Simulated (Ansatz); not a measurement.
Geometry optimisation, Ansatz 0.2.0, RKS PBE/def2-SVP.

Input file:

```yaml
crystal:
  periodic: [false, false, false]
  atoms:
    - { symbol: Ge, position_ang: [0.0, 0.0, 0.0] }
    - { symbol: H, position_ang: [0.0, 0.0, 1.9] }
    - { symbol: F, position_ang: [1.5842, 0.0, -0.5594] }
    - { symbol: Cl, position_ang: [-1.0456, 1.8115, -0.7393] }
    - { symbol: Cl, position_ang: [-1.0456, -1.8115, -0.7393] }
    - { symbol: S, position_ang: [-2.4199, 0.0, 0.8041] }
    - { symbol: H, position_ang: [-3.1755, -0.8728, 0.0121] }
    - { symbol: H, position_ang: [-0.9767, 0.0, 1.9513] }
basis:
  gaussian: { orbitals: def2-SVP }
hamiltonian:
  xc: pbe
relax:
  f_tol: 0.15
  max_steps: 25
  restrain:
    - { distance: [0, 5], at: 2.25, k: 30.0 }
    - { distance: [7, 1], at: 0.66, k: 30.0 }
    - { distance: [0, 1], at: 2.75, k: 30.0 }
    - { distance: [7, 5], at: 2.6, k: 30.0 }
```

Launched with:

```bash
$ ansatz run input.yaml --threads 4 --pin off --max-ram 5120MiB --backend cpu --events-out ev --progress --plain --runs-dir out
```

Problem. Where does it end, and by what steps?

Solution. It converged. The restraints hold the end off the free minimum. After 19 steps the energy has fallen by 4.396 eV (the restraints' own energy left out); Cl5 moved furthest, 1.49 Å. Joined: H2–H8 (0.98 → 0.72 Å).

```csv
step,energy less start (eV),largest force component (eV/Å),accepted
0,0.0000,4.169,yes
1,-0.4521,2.646,yes
2,-1.0113,3.779,yes
3,-2.3987,3.110,yes
4,-3.1702,2.365,yes
5,-3.5254,1.892,yes
6,-3.7954,1.339,yes
7,-4.0091,1.459,yes
8,-4.1586,1.556,yes
9,-4.2307,1.557,yes
10,-4.2552,1.592,yes
11,-4.3166,1.027,yes
12,-4.3292,1.201,yes
13,-4.3114,1.577,no
14,-4.3570,1.346,yes
15,-4.3762,1.378,yes
16,-4.3825,1.522,yes
17,-4.4138,1.200,yes
18,-4.3928,1.669,yes
19,-4.3957,1.649,yes
```

```xyz
8
Properties=species:S:1:pos:R:3
Ge -0.673 -0.218 -0.369
H 0.083 0.545 2.168
F 0.864 -0.740 0.280
Cl -0.401 1.845 -0.911
Cl -1.017 -1.375 -2.159
S -2.313 -0.592 1.107
H -3.080 -1.177 0.140
H -0.543 0.840 2.374
```

Time of the run: 31 s on 4 threads of Arm Neoverse V1 (shared host), peak memory 0.18 GiB.
